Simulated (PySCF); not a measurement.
Compound: C₆H₁₀Si.
Atom-mapped SMILES: `[CH3:1][C:2]#[C:3][SiH:4]1[CH2:5][CH2:6][CH2:7]1` (hydrogens: H8, H9, H10 on C1; H11 on Si4; H12, H13 on C5; H14, H15 on C6; H16, H17 on C7)

Computed geometry: GFN2-xTB, gas phase.

Give the optimised bond lengths and angles.

```tsv
bond	length (Å)
C1–C2	1.445
C2≡C3	1.206
C3–Si4	1.842
Si4–C5, Si4–C7	1.915
C5–C6, C6–C7	1.543
C1–H8, C1–H9, C1–H10	1.090
Si4–H11	1.467
C5–H12, C7–H16	1.088
C5–H13, C7–H17	1.088
C6–H14	1.090
C6–H15	1.090
```

Bonds in one row agree within 0.01 Å and their mean is given. A selection of angles:
```tsv
angle	degrees
C2–C1–H8	110.0
H8–C1–H9	109.0
C1–C2–C3	179.9
C2–C3–Si4	179.5
C3–Si4–C5	116.3
C3–Si4–H11	110.4
C5–Si4–C7	76.5
C5–Si4–H11	116.9
Si4–C5–C6	91.1
Si4–C5–H12	117.7
Si4–C5–H13	114.5
C6–C5–H12	113.6
C6–C5–H13	112.3
H12–C5–H13	107.2
C5–C6–C7	100.3
C5–C6–H14	113.1
C5–C6–H15	111.2
H14–C6–H15	107.9
```

Torsions: C3–Si4–C5–C6 119° (anticlinal); Si4–C5–C6–C7 -8° (synperiplanar); C5–C6–C7–Si4 8° (synperiplanar); C3–Si4–C7–C6 -120° (anticlinal). The mirror-image conformer, all signs reversed, is as good.

The 4 C–C bonds span 1.206 Å (C2≡C3, drawn triple) to 1.543 Å (C5–C6, drawn single), a spread of 0.337 Å. The C–Si distances run from 1.842 Å (C3–Si4, drawn single) to 1.915 Å (Si4–C5, drawn single), a spread of 0.073 Å. The 4-membered ring Si4–C5–C6–C7 has internal angles of 76.5° to 100.3° (sum 359°, against 360° for a flat polygon); it is slightly puckered (a soft mode that the optimisation may not have finished), 0.05 Å rms from its mean plane, widest ring torsion 8°. Si4 (SiH silicon) has angles from 76.5° to 117.0°.

Point group: near Cs, missed by 0.11 Å at most; the miss may be what the optimiser left on a soft mode. GFN2-xTB frequencies: not computed here. The numbers are those of one conformer.
